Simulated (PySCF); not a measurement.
Electronic structure of B²⁺ (boron, charge +2) at the TPSS level

Configuration: [He] 2s1, 2S determinant. All numbers are calculated (PySCF 2.14, scalar relativity by spin-free X2C-1e, in cc-pVDZ-DK (3s2p1d, 14 functions)).

```
Total energy                        : -23.4418 hartree
One-electron energy                 : -27.7155 hartree
Hartree (Coulomb) energy            : 7.5549 hartree
Exchange-correlation energy         : -3.2812 hartree
⟨S²⟩                                : 0.7500
⟨L²⟩                                : 0.000
Sum of ⟨r⟩                          : 2.305 bohr
Sum of ⟨r²⟩                         : 3.468 bohr²
Langevin diamagnetic susceptibility : -2.75 ×10⁻⁶ cm³/mol
Time after the integrals            : 0.05 s of wall time on 1 thread of Neoverse-V1 (shared host)
```

```tsv
shell	electrons	mean orbital energy (hartree)	rms radius, mean of both spins (bohr)
1s α	1	-7.86082	0.380
1s β	1	-7.83785	0.380
2s α	1	-1.20465	1.78
```
